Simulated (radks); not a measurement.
Species: Ca+. Configuration: [Ar] 4s1. Method: scalar-relativistic Kohn-Sham, PBEsol, spin-polarised, spherical densities, point nucleus; open shells are filled with parallel spins first; computed with a radial shooting solver on a logarithmic mesh with Libxc functionals.

Normalised radial functions P(r) = r R(r), r in bohr:

r,2p down,3p up
0.00252,0.0017,0.0006
0.003281,0.0029,0.0010
0.004307,0.0048,0.0016
0.005608,0.0079,0.0027
0.007361,0.0133,0.0045
0.009585,0.0218,0.0074
0.01258,0.0361,0.0123
0.01638,0.0587,0.0199
0.02133,0.0942,0.0320
0.028,0.1515,0.0514
0.03646,0.2358,0.0799
0.04786,0.3631,0.1228
0.06232,0.5358,0.1804
0.0818,0.7689,0.2568
0.1065,1.0402,0.3422
0.1387,1.3253,0.4239
0.182,1.5729,0.4748
0.237,1.6895,0.4514
0.3111,1.6110,0.3104
0.4051,1.3296,0.0443
0.5318,0.9048,-0.3261
0.6925,0.4975,-0.6835
0.9017,0.2078,-0.9146
1.184,0.0586,-0.9282
1.541,0.0110,-0.7405
2.023,0.0011,-0.4571
2.634,0.0001,-0.2196
3.457,0.0000,-0.0755
4.502,0.0000,-0.0178
5.862,0.0000,-0.0025
7.694,0.0000,-0.0002
10.02,0.0000,0.0000

2p down: eigenvalue -341.40 eV, 0 radial nodes, <r> = 0.328 bohr, 90 % of the charge inside 0.541 bohr. 3p up: eigenvalue -34.840 eV, 1 radial node at r = 0.420 bohr, <r> = 1.27 bohr, 90 % of the charge inside 1.96 bohr.
